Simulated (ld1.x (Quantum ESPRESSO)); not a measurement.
## Building the RRKJ potential for Cd (PBE, scalar-relativistic).

```
Element                 : Cd (Z = 48)
Generator               : ld1.x (Quantum ESPRESSO) 7.5
Type                    : norm-conserving RRKJ (Kleinman–Bylander form)
Functional              : PBE
Relativity              : scalar-relativistic
Frozen core             : [Ar] 3d10
Valence charge          : 20
Reference configuration : 4s2 4p6 4d10 5s0 5p0 (charge +2)
Partial waves           : 4p (bound): rc 1.65 bohr; 4d (bound): rc 1.65 bohr; 4s (bound): rc 1.55 bohr
Local potential         : the s channel
Core correction         : none
rho0                    : 0.001
```

Poles of the logarithmic derivatives, all-electron (AE) and pseudo (PS). s: poles at -9.0 (AE) and -9.0, 2.4 (PS) Ry. p: poles at -5.9 (AE) and -5.9 (PS) Ry. d: poles at -1.1 (AE) and -1.2 (PS) Ry. Test radius 1.79 bohr.

- Cutoffs needed: 60 Ry and 90 Ry (the cutoffs (Ry, on a coarse ladder) from which the occupation-weighted sum of valence levels, in a spherical-Bessel basis at the reference potential, stays within 10 and 1 mRy of its value at 400 Ry)
- Ghost test: no extra level below or beside the all-electron valence levels (p, d, s, f tested) (spherical-Bessel basis up to 400 Ry, 20 bohr box)
- Largest excitation error: +8670 meV (all-electron minus pseudo) for 4s2 4p5 4d10 5s2 5p0, out of 7 test configurations
